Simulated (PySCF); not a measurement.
Point-charge models of `C#C[C@@H]1C[C@@H](F)CSS1` against its computed dipole.

Coordinates (GFN2-xTB, Å) and charges (e) from the PBE0/pcSseg-1 density (PySCF):

| atom | x | y | z | Mulliken | IAO | Hirshfeld | ESP-fitted |
| --- | --- | --- | --- | --- | --- | --- | --- |
| C1 | 2.849 | 0.324 | 0.018 | -0.3491 | -0.2222 | -0.1005 | -0.3808 |
| C2 | 1.899 | -0.391 | -0.128 | +0.3336 | -0.0432 | -0.0542 | -0.0472 |
| C3 | 0.720 | -1.211 | -0.208 | -0.4277 | -0.2002 | -0.0156 | -0.0277 |
| C4 | -0.420 | -0.559 | -0.993 | -0.1252 | -0.2731 | -0.0819 | -0.4371 |
| C5 | -0.830 | 0.804 | -0.433 | +0.1839 | +0.1806 | +0.0556 | +0.5227 |
| F6 | -1.728 | 1.375 | -1.318 | -0.3339 | -0.3303 | -0.1164 | -0.3067 |
| C7 | -1.494 | 0.734 | 0.936 | -0.3203 | -0.3642 | -0.0890 | -0.5061 |
| S8 | -0.257 | 0.241 | 2.185 | -0.0033 | +0.0473 | +0.0170 | -0.0167 |
| S9 | 0.121 | -1.633 | 1.502 | +0.0465 | +0.0279 | +0.0087 | -0.1010 |
| H10 | 3.700 | 0.930 | 0.110 | +0.0476 | +0.2055 | +0.0970 | +0.3038 |
| H11 | 0.964 | -2.185 | -0.641 | +0.1897 | +0.1851 | +0.0623 | +0.2128 |
| H12 | -1.288 | -1.223 | -0.987 | +0.1380 | +0.1503 | +0.0414 | +0.1544 |
| H13 | -0.105 | -0.415 | -2.030 | +0.1528 | +0.1600 | +0.0493 | +0.1673 |
| H14 | 0.035 | 1.480 | -0.398 | +0.1281 | +0.1473 | +0.0315 | +0.0447 |
| H15 | -1.855 | 1.717 | 1.232 | +0.1727 | +0.1712 | +0.0534 | +0.2289 |
| H16 | -2.319 | 0.021 | 0.944 | +0.1667 | +0.1580 | +0.0411 | +0.1886 |

Q: Form Σ q r in debye for every column and set it beside the full dipole.

A: The full density gives (0.42, -0.04, -0.97) D, 1.06 D in size; dipole vectors point from the negative to the positive end.

```json
{"scheme": "Mulliken", "μx": "-1.17", "μy": "-1.88", "μz": "0.21", "size (D)": "2.23", "share of the full size (%)": "210", "angle to the full dipole (°)": "105"}
{"scheme": "IAO", "μx": "1.25", "μy": "-1.05", "μz": "1.00", "size (D)": "1.92", "share of the full size (%)": "181", "angle to the full dipole (°)": "101"}
{"scheme": "Hirshfeld", "μx": "0.41", "μy": "-0.55", "μz": "0.52", "size (D)": "0.86", "share of the full size (%)": "82", "angle to the full dipole (°)": "110"}
{"scheme": "ESP-fitted", "μx": "0.41", "μy": "-0.08", "μz": "-0.95", "size (D)": "1.04", "share of the full size (%)": "98", "angle to the full dipole (°)": "2"}
```

Q: Which set comes closest?

A: Length of the difference vector: ESP-fitted 0.04 D, Hirshfeld 1.57 D, IAO 2.36 D, Mulliken 2.70 D. Closest: ESP-fitted. The schemes that divide the density aren't constrained to reproduce the dipole.

Q: What is left for the Hirshfeld atoms' own dipoles?

A: The shares of the density sum to the whole, so what Σ q r misses lies in dipoles about the nuclei. The atomic dipoles sum to (0.42, -0.04, -0.97) − (0.41, -0.55, 0.52) = (0.01, 0.51, -1.49) D, 1.57 D in size.

Q: With the origin at the mean of the coordinates, (0.000, 0.001, -0.013) Å, which are the largest single terms, by size, of the IAO dipole along the direction of the full one?

A: C7 +2.61, H15 -1.60, H13 +1.40, H16 -1.36, H10 +1.30 D; all 16 atoms together -0.38 D. The single terms depend on the origin, their sum doesn't.

Q: Give the size of the full dipole in other units.

A: 1.06 D = 0.416 au = 0.220 e·Å = 3.53 × 10⁻³⁰ C·m.

Geometry: GFN2-xTB, one conformer, isolated molecule.
